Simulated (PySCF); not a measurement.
# Spin states and ions at one geometry of WOF3

PySCF 2.14.0, UKS r2SCAN, W def2-SVP with ECP60, O def2-SVP, F def2-SVP; non-relativistic Hamiltonian with scalar-relativistic core potentials where named; density fitting; no spin-orbit coupling; singlets restricted, open shells unrestricted. The geometry is relaxed for charge 0, doublet, vacuum:

```xyz
5

W    -0.0462    0.0947   -0.0511
O     1.0524    1.1701    0.6783
F    -1.2526   -1.1575    0.6737
F     1.0881   -1.1689   -0.7959
F    -1.3519    1.2524   -0.6797
```

Energies count from the relaxed state; an electron taken off or put on is at rest in vacuum. Charges and spins are Mulliken's.

| state | energy (eV) | spin squared | charge on W1 (e) | spin on W1 (e) | dipole about the centre of mass (D) |
| --- | --- | --- | --- | --- | --- |
| charge 0, doublet, vacuum | 0.00 | 0.75 | 1.26 | 0.94 | 0.69 |
| charge 0, quartet, vacuum | 5.10 | 3.76 | 1.09 | 1.77 | 1.61 |
| charge +1, triplet, vacuum | 12.99 | 2.01 | 1.56 | 0.90 | 1.38 |
| charge -1, singlet, vacuum | -1.02 | 0.00 | 0.57 | 0.00 | 1.31 |
| charge -1, triplet, vacuum | -0.82 | 2.01 | 0.71 | 1.90 | 1.04 |

Task: What does the state charge +1, singlet, vacuum give?

Result: energy (eV) 9.53, spin squared 0.00, charge on W1 (e) 1.70, spin on W1 (e) 0.00, dipole about the centre of mass (D) 0.63.

With an electron taken off (singlet, the lower of the two states computed) the charges change, summed by element, by W +0.44 e, O +0.19 e, F +0.37 e. The vertical ionisation energy is 9.53 eV, against −ε(HOMO) = 6.13 eV over both spins of the relaxed state. The level lies 3.4 eV too high, as is usual for semilocal functionals and global hybrids, which keep a self-interaction error.

With an electron put on (singlet, the lower of the two states computed) the charges change, summed by element, by W -0.69 e, O -0.12 e, F -0.19 e. The vertical electron affinity is 1.02 eV, against −ε(LUMO) = 4.22 eV over both spins of the relaxed state. The basis has no diffuse functions, which an added electron needs. The added electron's level lies above zero.

Open shells may have lower solutions than those found.

No frequency check is given that shows the relaxed geometry to be a minimum.
